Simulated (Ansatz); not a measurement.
A nudged elastic band was laid between two geometries of BCl2F + H2 (6 atoms, charge 0, multiplicity 1).

Method: RKS revPBE-D4/def2-SVP (Ansatz 0.2.0).

```
movable images  : 5
climbing image  : yes
spring          : 5.0 eV/Å²
optimiser       : quadratic models (default)
start path      : through a guess of the saddle point
force threshold : 0.05 eV/Å
iteration limit : 60
end points      : relaxed
```

First end point:

```xyz
6
Properties=species:S:1:pos:R:3
B -0.007 0.523 -0.076
F -0.009 0.831 1.216
Cl 1.528 0.352 -0.919
Cl -1.539 0.298 -0.911
H 0.075 -2.447 0.805
H 0.063 -2.083 1.479
```

Last end point:

```xyz
6
Properties=species:S:1:pos:R:3
B 0.017 -0.488 -0.515
F 0.016 -0.015 2.026
Cl 1.526 0.306 -0.932
Cl -1.528 0.239 -0.920
H 0.044 -1.618 -0.076
H 0.037 -0.950 2.010
```

**Question.** Which bonds break or form, and what moves?

**Answer.** Bonds broken: B1–F2, H5–H6. Bonds formed: B1–H5, F2–H6. BCl2F + H2 becomes BCl2H + FH.

**Question.** Give the energies along the band, and the barrier.

**Answer.** The forces met the threshold. The highest image is number 4 of 0 to 6, 1.86 eV above the first end and 0.54 eV above the last; the last end lies 1.32 eV above the first. A vibrational analysis at the climbing image gives one clearly imaginary mode, 974i cm⁻¹: a first-order saddle point. The orbitals stay closed-shell, which can raise the energy where a bond breaks towards radicals; this wasn't checked here.

| image | path coordinate (Å) | energy (eV) | B1–F2 (Å) | H5–H6 (Å) | B1–H5 (Å) |
| --- | --- | --- | --- | --- | --- |
| 0 | 0.00 | 0.00 | 1.33 | 0.77 | 3.10 |
| 1 | 0.51 | 0.04 | 1.33 | 0.76 | 2.63 |
| 2 | 1.03 | 0.22 | 1.34 | 0.76 | 2.17 |
| 3 | 1.54 | 0.89 | 1.40 | 0.81 | 1.66 |
| 4 | 2.06 | 1.86 | 1.66 | 1.08 | 1.34 |
| 5 | 2.64 | 1.41 | 2.19 | 1.59 | 1.23 |
| 6 | 3.21 | 1.32 | 2.58 | 2.19 | 1.21 |

**Question.** What is the geometry of the highest image?

**Answer.** 
```xyz
6
Properties=species:S:1:pos:R:3
B 0.015 -0.300 -0.030
F 0.017 0.079 1.582
Cl 1.548 0.188 -0.780
Cl -1.543 0.133 -0.763
H 0.040 -1.587 0.326
H 0.035 -1.038 1.260
```

**Question.** What are the harmonic wavenumbers there?

**Answer.** 974i, 243, 248, 357, 674, 685, 872, 910, 1115, 1324, 1913, 2174 cm⁻¹.

The band took 37 iterations and about 5 core-minutes.

Time of the run: 4.5 min on 1 thread of Arm Neoverse V2, on a shared host, peak memory 0.12 GiB.
